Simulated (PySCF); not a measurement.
## GeF₄ + 2 Cl₂ → GeCl₄ + 2 F₂

Level: PBE0 in the def2-TZVP basis family, all electrons, no relativity, computed in PySCF with density fitting; open shells unrestricted.

| species | state and structure | ZPE (kJ/mol) | H(298 K) − H(0) (kJ/mol) | S° (J/(mol K)) |
| --- | --- | --- | --- | --- |
| GeF₄ | singlet, Td, Ge–F 1.692 Å (×4) | 25.9 | 17.4 | 303.0 |
| Cl₂ | singlet, D∞h, Cl–Cl 1.982 Å | 3.5 | 9.1 | 222.5 |
| GeCl₄ | singlet, Td, Ge–Cl 2.117 Å (×4) | 15.2 | 21.2 | 348.6 |
| F₂ | singlet, D∞h, F–F 1.376 Å | 6.6 | 8.7 | 201.9 |

Q: Is the gas-phase reaction uphill or downhill in electronic energy at this level, and by how much?

A: At PBE0/def2-TZVP, ΔE = 677.2 kJ/mol, uphill. 

Q: Add zero-point, thermal and entropy terms for 298.15 K and 1 bar.

A: ΔZPE = -4.5 and Δ[H(298) − H(0)] = 3.0 kJ/mol give ΔH° = 675.7 kJ/mol. ΔS° = 4.4 J/(mol K), so ΔG° = 675.7 − 298.15 × (0.0044) = 674 kJ/mol.

Only the bonding shown was studied: isomers, or loss of a ligand pair, can lie lower.
